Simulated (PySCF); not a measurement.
Method: TPSSh-D3(BJ)/def2-TZVP // B3LYP-D3(BJ)/def2-TZVP (PySCF). Gas-phase values, no solvent. One relaxed conformer stands for a flexible species; it need not be the lowest. Delta-SCF ions had no search for a lower state. Excitations are Tamm–Dancoff values on a coarser integration grid. The basis has no diffuse functions, so Rydberg states are missing or too high.

Reference species (SMILES): `[OH][Al]([OH])[OH]` (neutral, multiplicity 1).

The S1 excitation (TDA) is 6.69 eV and the S1 oscillator strength comes out as 0.000. The vertical ionisation energy (Delta-SCF) is 10.93 eV and the brightest of the four lowest singlets (TDA) comes out as 7.53 eV.

Changed species: `[NH2][Al]([NH2])[NH2]` (3 of 3 OH replaced by NH2; the reference has 0 of 3 OH replaced by NH2).

Predict the effect on the S1 excitation (TDA), S1 oscillator strength, vertical ionisation energy (Delta-SCF) and brightest of the four lowest singlets (TDA).

the S1 excitation (TDA) drops by 1.27 eV, to 5.42 eV; the S1 oscillator strength is nearly the same; the vertical ionisation energy (Delta-SCF) falls by 2.46 eV, to 8.47 eV; the brightest of the four lowest singlets (TDA) falls by 1.12 eV, to 6.41 eV.
